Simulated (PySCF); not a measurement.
An unknown gives this computed stick spectrum. Method: TDDFT PBE0/def2-SVPD, vertical, gas phase, core orbitals frozen in the response in PySCF 2.14.0, density-fitted response routines. Geometries: GFN2-xTB, one conformer each.

```csv
state,E (eV),λ (nm),f
S1,6.47,191.6,0.160
S2,6.59,188.3,0.013
S3,6.61,187.6,0.207
S4,6.96,178.2,0.077
S5,7.24,171.2,0.013
S6,7.43,167.0,0.034
```

Question: Which candidate is it? All have the formula C4H7FO3S.
A. `C[C@]1(F)CCS(=O)(=O)O1`
B. `[C@H]1(O[S@](O[C@]1(F)C)=O)C`
C. `CO/C(F)=C/S(C)(=O)=O`

Answer: C. Its S1 lies at 6.47 eV; the nearest of the others has S1 at 5.89 eV. S1 is HOMO→LUMO (47%), HOMO-1→LUMO (26%), HOMO→LUMO+1 (19%). Löwdin shares by element: HOMO carbon 53% or more, oxygen 28% or more (atoms not listed hold the other 20%); LUMO carbon 55% or more, oxygen 11% or more, sulfur 9% (atoms not listed hold the other 25%). At the same level the other candidates give, for their lowest levels:
- `C[C@]1(F)CCS(=O)(=O)O1`: 8.04 eV (f 0.001); 8.42 eV (f 0.005); 8.55 eV (f 0.034); 8.70 eV (f 0.006); 8.75 eV (f 0.019); T1 7.57 eV; HOMO -9.03, LUMO 0.16 eV
- `C[C@@H]1O[S@@](=O)O[C@@]1(C)F`: 5.89 eV (f 0.026); 6.87 eV (f 0.005); 7.33 eV (f 0.008); 7.63 eV (f 0.038); 7.67 eV (f 0.042); T1 4.75 eV; HOMO -8.26, LUMO -0.81 eV

The values belong to the conformer `[CH3:1][O:2]/[C:3]([F:4])=[CH:5]/[S:6]([CH3:7])(=[O:8])=[O:9]`: C1–O2–C3–F4 5°, C3–C5–S6–C7 66°.
Triplets come from the Tamm–Dancoff approximation.
